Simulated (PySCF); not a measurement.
# What a mistake does to a calculation on ClGeH3OSi

Calculated results; nothing here was measured. They come from PySCF 2.14.0, an open-source quantum chemistry program, on an isolated molecule that a program drew, which may never have been made. The molecule is ClGeH3OSi (charge 0, singlet), drawn as the SMILES string `[OH][Ge][SiH2]Cl`.

Each row is a Hartree-Fock (HF) and frozen-core CCSD(T) single point in the cc-pV(D+d)Z basis, meant for a local HF minimum. Run 1 is clean. Each other run has one planted mistake out of seven kinds, and not every kind appears here: one electron removed, one electron added, multiplicity raised by two, geometry at a saddle point, minimal basis STO-3G, one bond length entered in bohr, all coordinates scaled. The reference is restricted for singlets and unrestricted otherwise, and also for a bond in bohr. Adding or removing an electron swaps singlet and doublet. Electrons count all cores. HOMO and LUMO are orbital energies over both spins, the gradient is its largest component, and the lowest frequency (negative if imaginary) is given only where the gradient is small. Bond lengths are over the 6 bonds as drawn. T1 is the CCSD diagnostic: over 0.02 (restricted) or 0.045 (unrestricted) a single reference is doubtful. Germanium has the cc-pVDZ-PP basis, with a core potential (ECP10MDF) in place of its 10 inner electrons, and its 3s, 3p and 3d shells are frozen in CCSD(T).

Geometry of the clean run:
```xyz
7
ClGeH3OSi, angstrom
O     1.1307    0.2356   -1.3886
Ge   -0.6392    0.2395   -1.2827
Si   -0.7960    1.0704    1.1101
Cl    1.1490    1.3508    1.8677
H     1.6453    0.5042   -0.6373
H    -1.4678    0.1169    2.0229
H    -1.4860    2.3752    1.2351
```

```
run  electrons  basis functions  <S^2>  HOMO (eV)  LUMO (eV)  gradient (hartree/bohr)  lowest frequency (cm^-1)  mean bond (Å)  longest bond (Å)      T1  HF (hartree)  CCSD(T) (hartree)               mistake
  1         74               98  0.000      -8.79       0.36                  3.8e-05                        49         1.7215             2.538  0.0178   -1118.48747        -1119.04751              no fault
  2         73               98  0.783     -16.25      -7.00                  6.2e-02                         -         1.7215             2.538  0.0246   -1118.19791        -1118.73958  one electron removed
  3         74               98  0.991      -7.30       0.70                  1.2e-02                         -         2.0978             4.796  0.0195   -1118.43137        -1118.96443                     ?
  4         75               98  0.763      -1.12       7.30                  4.8e-02                         -         1.7215             2.538  0.0152   -1118.50057        -1119.06239                     ?
```

**Which mistake was planted in run 3, and what did it cost?**

The mean bond changes by a factor of 1.219 and the longest by 1.890, so the molecule wasn't scaled as a whole. A length L in bohr read as angstrom grows by (1/0.5292 - 1) L = 0.890 L. The 6 bonds together grew by 6 x 0.3763 = 2.258 Å, which gives L = 2.538 Å. That is bond Ge2-Si3, 2.538 Å in the clean geometry. So the mistake is: one bond length entered in bohr. Subtracting run 1 and multiplying by 627.51 kcal/mol a hartree, the energy moved by 35.2 kcal/mol in HF and 52.1 kcal/mol in CCSD(T).

**Which mistake was planted in run 4, and what did it cost?**

It counts 75 electrons, one more than the clean run, at the same geometry and basis. So the mistake is: one electron added. Subtracting run 1 and multiplying by 627.51 kcal/mol a hartree, the energy moved by -8.2 kcal/mol in HF and -9.3 kcal/mol in CCSD(T).

